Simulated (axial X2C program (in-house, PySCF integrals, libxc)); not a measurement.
# Outer orbitals of SbN⁺ at 1.940 Å, HF

Computed with an in-house relativistic program for diatomic molecules. Spin-free means the one-electron spin-free X2C Hamiltonian; two-component (2c) means X2C with spin–orbit coupling and atomic mean-field two-electron Coulomb and Gaunt terms, so the difference of the two also holds small scalar two-electron terms. Basis: Sb dyall-cv3z [11s12p8d4f1g], N dyall-av3z [7s7p3d2f] (cores contracted in-house); Gaussian nuclei, density fitting, unrestricted open shells. Masses: Sb 120.904 u, N 14.003 u.

The distance is close to the 2c PBE0 minimum; the highest filled and lowest empty levels are listed.

Spin-free orbitals, state M_S = 1/2, Λ = 1 (beyond evenly filled blocks: π+α, π+β, π-α) (Löwdin shares):

```
symmetry  occupied  ε (eV)             atomic character
      σβ       yes  -31.71   57% N s, 20% Sb s, 8% Sb p
      σβ       yes  -24.28   46% Sb s, 21% N s, 18% N p
      σα       yes  -24.11    47% Sb s, 38% N p, 9% N s
     π+α       yes  -21.28    89% N p, 5% Sb p, 3% Sb d
     π-α       yes  -21.28    89% N p, 5% Sb p, 3% Sb d
      σα       yes  -18.72  46% N p, 28% Sb p, 20% Sb s
      σβ       yes  -17.41    55% N p, 31% Sb p, 7% N s
     π+β       yes  -16.42    79% Sb p, 12% N p, 7% N d
     π-β        no   -8.52    77% Sb p, 16% N p, 6% N d
     π+α        no   -6.63     80% Sb p, 8% N p, 7% N d
     π-α        no   -6.63     80% Sb p, 8% N p, 7% N d
     π+β        no   -3.70   67% N p, 22% Sb d, 8% Sb p
```

Spinors with spin–orbit coupling (state Ω = 3/2):

```tsv
ω	occupied	ε (eV)	atomic character	λ mixture
-1/2	yes	-31.67	58% N s, 20% Sb s, 8% Sb p	100% σ
-1/2	yes	-24.25	46% Sb s, 21% N s, 18% N p	100% σ
1/2	yes	-24.08	46% Sb s, 39% N p, 9% N s	100% σ
3/2	yes	-21.32	90% N p, 4% Sb p, 3% Sb d	100% π
-1/2	yes	-21.30	89% N p, 5% Sb p, 3% Sb d	100% π
1/2	yes	-18.74	45% N p, 28% Sb p, 20% Sb s	99% σ, 1% π
-1/2	yes	-17.37	54% N p, 31% Sb p, 7% N s	99% σ, 1% π
1/2	yes	-16.62	79% Sb p, 12% N p, 7% N d	99% π, 1% σ
-3/2	no	-8.30	76% Sb p, 16% N p, 6% N d	100% π
-1/2	no	-6.75	79% Sb p, 8% N p, 7% N d	99% π, 1% σ
3/2	no	-6.43	80% Sb p, 8% N p, 7% N d	100% π
1/2	no	-3.69	68% N p, 22% Sb d, 7% Sb p	100% π
```

(1) How does the gap between the highest filled and lowest empty level change from the spin-free to the 2c table?

Mulliken charges and populations of the two-component result (they depend on the basis, above all on diffuse functions):

Sb 1.41 e (s 9.84 p 19.70 d 20.03 f 0.02), N -0.41 e (s 4.01 p 3.35 d 0.05). ⟨Lz⟩ = 0.99 ħ and ⟨Sz⟩ = 0.51 ħ (-0.49 and 1.00 on the two atoms), which add up to Ω.

The state is one determinant whose occupation by symmetry is held fixed; it was picked as the lowest of a PBE0 search that is not exhaustive. PBE0 can misorder states that lie within some tenths of an eV, so this need not be the ground state of the molecule. The nearest other spin-free determinant of the search, M_S = 1/2, Λ = 0, lies 0.20 eV up at the distance of the search. The determinant is spin-polarised beyond a pure state at some levels (its spin-free form has ⟨S²⟩ too high), which makes Re and μ there less reliable. The stretched end of a curve changes character and is left out.

## Answers

(1) From 7.90 to 8.32 eV at HF, a change of 0.42 eV.
